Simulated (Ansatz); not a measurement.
A nudged elastic band was laid between two geometries of C2H9OPSi (14 atoms, charge 0, multiplicity 1).

These are results of RKS revPBE/STO-3G in Ansatz, not measurements.

* movable images: 6
* climbing image: no
* spring: 5.0 eV/Å²
* optimiser: quadratic models (default)
* start path: through a guess of the saddle point
* force threshold: 0.05 eV/Å
* iteration limit: 60
* end points: relaxed

Image 0:

```xyz
14
Properties=species:S:1:pos:R:3
C -2.222 1.030 1.079
O -1.472 -0.146 0.579
C -0.190 0.368 0.011
Si 0.811 -1.121 -0.650
P 2.736 -0.401 -1.540
H -1.674 1.582 1.888
H -2.466 1.767 0.269
H -3.177 0.639 1.502
H -0.383 1.106 -0.812
H 0.398 0.923 0.790
H 0.023 -1.793 -1.679
H 1.009 -2.069 0.447
H 3.326 -0.191 -0.260
H 3.268 -1.722 -1.595
```

Image 7:

```xyz
14
Properties=species:S:1:pos:R:3
C -2.093 1.324 0.522
O -1.220 0.405 -0.243
C -0.160 -0.070 0.695
Si 0.997 -1.274 -0.239
P 1.834 -0.334 -2.091
H -2.592 0.824 1.395
H -1.543 2.220 0.914
H -2.881 1.673 -0.184
H 0.425 0.794 1.109
H -0.611 -0.588 1.583
H 0.239 -2.470 -0.592
H 2.030 -1.682 0.715
H 2.726 0.491 -1.344
H 2.836 -1.343 -2.210
```

(1) Which bonds break or form, and what moves?

(2) What energy profile does the band end with?

(3) What is the geometry of the highest image?

The band took 6 iterations and about 100 core-seconds.

Results:

(1) No bond is made or broken. The dihedral H9–C3–Si4–H11 goes from -62 to 172°.

(2) The run converged. The highest image is number 4 of 0 to 7, 4.3 kJ/mol above the ends, which have the same energy within 2 meV. No image climbed, so the highest image needn't sit at the top of the path. Limits of this set-up: minimal basis.

```json
{"image": "0", "path coordinate (Å)": "0.00", "energy (kJ/mol)": "0.0", "dihedral H9–C3–Si4–H11 (°)": "-62"}
{"image": "1", "path coordinate (Å)": "0.75", "energy (kJ/mol)": "0.8", "dihedral H9–C3–Si4–H11 (°)": "-79"}
{"image": "2", "path coordinate (Å)": "1.51", "energy (kJ/mol)": "2.6", "dihedral H9–C3–Si4–H11 (°)": "-96"}
{"image": "3", "path coordinate (Å)": "2.26", "energy (kJ/mol)": "4.2", "dihedral H9–C3–Si4–H11 (°)": "-115"}
{"image": "4", "path coordinate (Å)": "3.02", "energy (kJ/mol)": "4.3", "dihedral H9–C3–Si4–H11 (°)": "-134"}
{"image": "5", "path coordinate (Å)": "3.77", "energy (kJ/mol)": "2.8", "dihedral H9–C3–Si4–H11 (°)": "-153"}
{"image": "6", "path coordinate (Å)": "4.53", "energy (kJ/mol)": "1.0", "dihedral H9–C3–Si4–H11 (°)": "-171"}
{"image": "7", "path coordinate (Å)": "5.28", "energy (kJ/mol)": "0.2", "dihedral H9–C3–Si4–H11 (°)": "172"}
```

(3) 
```xyz
14
Properties=species:S:1:pos:R:3
C -2.261 1.152 0.736
O -1.522 0.064 0.050
C -0.093 0.190 0.464
Si 0.917 -1.209 -0.379
P 2.241 -0.388 -1.988
H -2.196 1.081 1.854
H -1.904 2.173 0.438
H -3.329 1.047 0.435
H 0.312 1.200 0.191
H 0.005 0.114 1.580
H -0.017 -2.173 -0.952
H 1.674 -1.904 0.664
H 3.129 0.199 -1.040
H 3.030 -1.575 -2.023
```

The run took 97 s on 1 thread of Arm Neoverse V2 (shared host), peak memory 0.1 GiB.
